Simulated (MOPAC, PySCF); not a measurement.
CH6GeSi, SMILES `C=[SiH][GeH3]`, neutral singlet in the gas phase. 

Z-matrix (Å, degrees):
```
Si
C 1 1.7054
H 2 1.0842 1 121.75
H 2 1.0845 3 115.52 1 179.98
H 1 1.4838 2 120.06 3 179.97
Ge 1 2.3623 5 117.98 2 179.98
H 6 1.5350 1 108.51 5 179.97
H 6 1.5372 7 109.33 1 -120.94
H 6 1.5372 7 109.33 8 -118.15
```
Charge 0, multiplicity 1.

All levels are single points at this geometry (PBE0-D3(BJ)/def2-TZVP); Pople sets use spherical d functions. Orbital energies aren't observables, and empty levels follow the basis.

M06-2X/6-31G* in PySCF gives dipole (D) = 0.52.

Q: Estimate the dipole (D) from each of these levels: PBE0-D3(BJ)/def2-TZVP in PySCF; B3LYP/3-21G in PySCF; B3LYP/6-311+G** (LANL2DZ on Ge) in PySCF; B3LYP/LANL2DZ in PySCF; SVWN5/6-31G* in PySCF; HF/6-31G* in PySCF; PM3 in MOPAC; PM7 in MOPAC.

A: 
| level | dipole (D) |
|---|---|
| PBE0-D3(BJ)/def2-TZVP in PySCF | 0.73 |
| B3LYP/3-21G in PySCF | 0.33 |
| B3LYP/6-311+G** (LANL2DZ on Ge) in PySCF | 0.78 |
| B3LYP/LANL2DZ in PySCF | 0.51 |
| SVWN5/6-31G* in PySCF | 0.32 |
| HF/6-31G* in PySCF | 0.69 |
| PM3 in MOPAC | 0.58 |
| PM7 in MOPAC | 0.68 |
